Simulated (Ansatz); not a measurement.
Basis sets compared for SnCl3(OSiMe3) (C₃H₉Cl₃OSiSn). Charge 0, multiplicity 1. Geometry r2SCAN-D4/def2-SVP. Ansatz on 4 threads of Arm Neoverse V2 on a shared host; times are rough, and most runs start from earlier orbitals.

Cartesian coordinates in Å:
```
Sn -1.146 -0.561 2.474
Cl -2.439 -2.493 2.606
Cl -0.078 -0.212 4.511
Cl -2.549 1.260 2.026
O 0.190 -0.768 1.083
Si 0.381 -0.033 -0.440
C -1.205 -0.240 -1.414
C 1.805 -0.950 -1.227
C 0.776 1.779 -0.184
H -1.105 0.173 -2.432
H -2.044 0.286 -0.928
H -1.479 -1.303 -1.510
H 1.571 -2.021 -1.338
H 2.033 -0.545 -2.227
H 2.714 -0.866 -0.610
H -0.057 2.300 0.317
H 1.678 1.905 0.436
H 0.956 2.289 -1.145
```

In the def2 sets Sn takes a core potential, while STO-3G treats all electrons; there is no spin–orbit coupling.

STO-3G and 6-31G are all-electron sets without relativity, so their totals don't compare with the def2 sets.

Binding counts from free atoms (Sn triplet, Cl doublet, O triplet, Si triplet, C triplet, H doublet) in the same basis, without a counterpoise term.

| level | functions | energy (Eh) | HOMO (eV) | LUMO (eV) | binding per atom (eV) | wall time |
| --- | --- | --- | --- | --- | --- | --- |
| HF/STO-3G | 92 | -7804.2980 | -9.43 | 4.95 | 3.63 | 0.95 s |
| PBE-D4/def2-SVP | 199 | -2077.9600 | -6.94 | -3.76 | 3.85 | 3.4 s |
| PBE0-D4/def2-SVP | 199 | -2078.1397 | -8.40 | -2.95 | 3.79 | 5.5 s |

Task: Estimate the rows for HF/def2-TZVP (with forces), PBE-D4/def2-TZVP, PBE0-D4/def2-TZVP.

Result: 
```
                     level  functions  energy (Eh)  HOMO (eV)  LUMO (eV)  binding per atom (eV)  wall time
HF/def2-TZVP (with forces)        376   -2074.8743     -11.79       0.79                   2.81       22 s
          PBE-D4/def2-TZVP        376   -2078.7878      -7.08      -3.91                   3.85        7 s
         PBE0-D4/def2-TZVP        376   -2078.9564      -8.46      -3.05                   3.80       17 s
```
